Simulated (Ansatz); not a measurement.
Reaction (cleavage of the Al–Si bond): `C#C[SiH](O)[AlH][CH3]` + `C[SeH]` → `[CH3][AlH][Se]C` + `C#C[SiH2]O`

Calculated with Ansatz (gas phase, PBE0-D4/def2-TZVP geometries, no zero-point term in ΔE). CCSD(T)/CBS adds triple-zeta CCSD(T) − MP2 to the extrapolated MP2 energy (def2 sets, frozen cores). Functionals use def2-TZVPP. B3LYP here is the variant with VWN-RPA as its local correlation; programs differ in this. For Se outer-core shells are correlated without core-valence functions, which leaves a few kJ/mol of doubt a bond. Scalar relativity is left out up to krypton. One conformer a species, not always the lowest.

(1) Is it downhill or uphill in electronic energy at CCSD(T)/CBS, and by how much? (Estimate.)

(2) What do these levels give: r2SCAN-D4, PBE0-D4, B3LYP-D4, ωB97X-V, ωB97M-V, PBE, PBE0, B3LYP, SCS-MP2/def2-TZVPP, CCSD/def2-TZVPP, CCSD(T)/def2-TZVPP, MP2/CBS(def2)? (An estimate is asked.)

Largest T1 diagnostic among the species: 0.012.

## Answers

(1) The calculation gave: Downhill: ΔE = -133.9 kJ/mol.

(2) Ansatz gave: r2SCAN-D4 -131.7, PBE0-D4 -122.7, B3LYP-D4 -127.5, ωB97X-V -126.2, ωB97M-V -133.7, PBE -117.4, PBE0 -122.6, B3LYP -126.8, SCS-MP2/def2-TZVPP -138.0, CCSD/def2-TZVPP -130.7, CCSD(T)/def2-TZVPP -130.8, MP2/CBS(def2) -144.5 kJ/mol.

From PBE to PBE0 (25 % exact exchange), in def2-TZVPP and without D4, ΔE moves by −5.2 kJ/mol.
